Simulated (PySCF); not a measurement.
SMILES OCCc1ccco1 (C6H8O2) at its GFN2-xTB optimised geometry (Å):

```
16

O     -0.8471    -2.3449    -2.3266
C     -1.8993    -1.9668    -1.4783
C     -1.4387    -1.6761    -0.0388
C     -0.4480    -0.5635     0.0000
C      0.9154    -0.5635     0.0000
C      1.3122     0.7969     0.0000
C      0.1617     1.5189    -0.0026
O     -0.9086     0.7053    -0.0026
H     -0.3824    -3.0933    -1.9350
H     -2.3234    -1.0636    -1.9220
H     -2.6766    -2.7459    -1.4546
H     -2.3135    -1.4061     0.5545
H     -0.9849    -2.5743     0.3865
H      1.5593    -1.4192     0.0018
H      2.3135     1.1760     0.0010
H     -0.0251     2.5743    -0.0023
```

Method: B3LYP/def2-TZVP run with PySCF 2.14.0.

Map of the deformation density (molecule minus spherical neutral atoms) (e/bohr³) on the plane z = 0.6 Å:

```
|2222222222222222222222222|
|2222222222222222222222222|
|2222222222222222222222222|
|2222222222222222222222222|
|2222222222222222222222222|
|2222222222211222222222222|
|2222222222223222222222222|
|2222222222123211222222222|
|2222222222111232221222222|
|2222222222221452232122222|
|2222222234320231132222222|
|2222222222310023112222222|
|2222222211211134212222222|
|2222222111014421112222222|
|2222211222224412222222222|
|2222214942211223222222222|
|2222214951111122212222222|
|2222222335421222222222222|
|2222222226522222222222222|
|2222222222112222222222222|
|2222222222122222222222222|
|2222222222222222222222222|
|2222222222222222222222222|
|2222222222222222222222222|
|2222222222222222222222222|
```
Scale: ten equal steps from -0.022 (start of '0') to 0.061 (end of '9'), in the order '0123456789'; x runs from -5.00 to 5.00, y from -5.00 (bottom) to 5.00 (top).
